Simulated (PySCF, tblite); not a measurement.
Species: C7H8OSi2.
SMILES: `C(C1[SiH2]O[Si@@H](C=1)C#C)#CC`

Computed, not measured: PBE0/pcSseg-1 in PySCF (dipole) on a GFN2-xTB geometry, gas phase.

Masses are those of the commonest isotopes; rigid-rotor values at the optimised geometry. 

**Question.** What are A, B and C (MHz)?

**Answer.** Ia = 252.26, Ib = 1039.57, Ic = 1181.60 u·Å²; 505379 MHz·u·Å²/I gives A = 2003, B = 486.1, C = 427.7 MHz.

**Question.** Classify the top.

**Answer.** A near-prolate asymmetric top: κ = (2 × 486.1 − 2003 − 427.7)/(2003 − 427.7) = -0.93.

**Question.** Is it planar, by Δ = Ic − Ia − Ib?

**Answer.** Not planar: Δ = Ic − Ia − Ib = -110.23 u·Å². For a rigid frame Δ = −2 Σ m c², so Σ m c² = 55.12 u·Å² lies off the ab plane: 13.56 from hydrogen and 41.56 from heavier atoms. The atom farthest from that plane is 2.07 Å away.

**Question.** Give the other two planar moments, Paa and Pbb, and the rms extents of the mass along the axes.

**Answer.** Paa = Σ m a² = (Ib + Ic − Ia)/2 = 984.45 and Pbb = Σ m b² = (Ia + Ic − Ib)/2 = 197.14 u·Å². With the mass M = 164.01 u, the rms extents √(P/M) along a, b and c are 2.45, 1.10, 0.58 Å.

**Question.** Which lines would a microwave search look for?

**Answer.** The dipole components are |μa| = 1.81 D, |μb| = 1.32 D, |μc| = 0.25 D. Intensities carry the squares of the components, which stand as 1.00 : 0.53 : 0.02 (a : b : c). Some lines, for components of 0.1 D or more:

```csv
type,branch,"J(Ka,Kc)",MHz,lower level (cm⁻¹)
a,Q,"3(1,2) ← 3(1,3)",351,0.229
c,Q,"4(1,4) ← 4(0,4)",1275,0.304
c,Q,"2(1,2) ← 2(0,2)",1460,0.091
b,Q,"2(1,1) ← 2(0,2)",1636,0.091
a,R,"2(1,2) ← 1(1,1)",1769,0.081
a,R,"2(0,2) ← 1(0,1)",1826,0.030
b,Q,"4(1,3) ← 4(0,4)",1859,0.304
a,R,"2(1,1) ← 1(1,0)",1886,0.083
b,R,"4(0,4) ← 3(1,3)",2260,0.229
b,R,"1(1,1) ← 0(0,0)",2431,0.000
a,R,"3(1,2) ← 2(1,1)",2828,0.146
a,R,"4(2,2) ← 3(2,1)",3671,0.390
b,R,"3(1,3) ← 2(0,2)",4113,0.091
c,Q,"4(2,3) ← 4(1,3)",4350,0.366
c,Q,"3(2,2) ← 3(1,2)",4465,0.240
b,R,"4(1,4) ← 3(0,3)",4914,0.183
c,R,"4(1,3) ← 3(0,3)",5498,0.183
b,R,"3(2,1) ← 2(1,2)",7477,0.140
b,Q,"4(3,1) ← 4(2,2)",7713,0.512
b,R,"4(2,3) ← 3(1,2)",8119,0.240
c,R,"4(2,2) ← 3(1,2)",8144,0.240
c,Q,"4(4,1) ← 4(3,1)",10822,0.769
b,Q,"4(4,1) ← 4(3,2)",10822,0.769
b,R,"4(3,2) ← 3(2,1)",11384,0.390
c,R,"4(3,2) ← 3(2,2)",11392,0.389
c,R,"4(4,0) ← 3(3,0)",14481,0.647
```

**Question.** Estimate the classical rotational partition function at 10 K, 100 K and 500 K.

**Answer.** Point group C1, symmetry number σ = 1; q = (√π/σ)·√((kT/h)³/(ABC)), k/h = 20836.6 MHz/K: 8260 at 10 K, 261000 at 100 K, 2920000 at 500 K.

Its lowest GFN2-xTB frequency is 14 cm⁻¹, too small to tell a flat minimum from a shallow saddle. No vibrational averaging or centrifugal distortion is included, and the geometry carries the error of its method. A rigid rotor knows nothing of internal rotation, which can split or shift real lines.

On Arm Neoverse V2, one thread, shared host, this took 45 s of wall time and 1.0 GiB of memory at its peak. This is the PBE0/pcSseg-1 job that gave the dipole, with the shieldings it also computed.
